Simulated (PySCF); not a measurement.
## [Y(NH3)3]3+: from a saddle point downhill

PySCF 2.14.0, RKS PBE0, Y def2-SVP with ECP28, N def2-SVP, H def2-SVP; non-relativistic Hamiltonian with scalar-relativistic core potentials where named; density fitting; no spin-orbit coupling. Relaxed within the symmetry of its start, the geometry (C3h) is

```xyz
13

Y     0.0000    0.0000    0.0000
N     2.3672    0.0008    0.0000
H     2.8158   -0.4682    0.8095
H     2.8158   -0.4682   -0.8095
H     2.8159    0.9357    0.0000
N    -1.1843    2.0497    0.0000
H    -1.0025    2.6726    0.8095
H    -1.0025    2.6726   -0.8095
H    -2.2183    1.9708    0.0000
N    -1.1829   -2.0505    0.0000
H    -1.8133   -2.2045    0.8095
H    -1.8133   -2.2045   -0.8095
H    -0.5977   -2.9065    0.0000
```

and its lowest harmonic modes are -45, -39, -38, -38, 93, 93 cm⁻¹ (negative: unstable). It was moved along the lowest mode and relaxed again, within the group C3 that the move left.

Question: Where does it end, and how much lower?

Answer: In C3, 0.028 eV lower, after 12 steps:
```xyz
13

Y     0.0000    0.0000   -0.5760
N     2.2613   -0.0004    0.1009
H     2.4846   -0.5537    0.9490
H     2.9265   -0.3787   -0.6009
H     2.6650    0.9294    0.3189
N    -1.1303    1.9586    0.1009
H    -0.7628    2.4286    0.9490
H    -1.1353    2.7238   -0.6009
H    -2.1374    1.8433    0.3189
N    -1.1310   -1.9582    0.1009
H    -1.7218   -1.8749    0.9490
H    -1.7913   -2.3451   -0.6009
H    -0.5276   -2.7727    0.3189
```

Question: How do the contacts change?

Answer: 
```csv
contact,saddle (Å),end (Å)
Y1–N2 (NH3),2.367,2.360
Y1–N6 (NH3),2.367,2.360
Y1–N10 (NH3),2.367,2.360
```


No frequency check is given for the end, and other unstable modes may remain.

State: singlet.
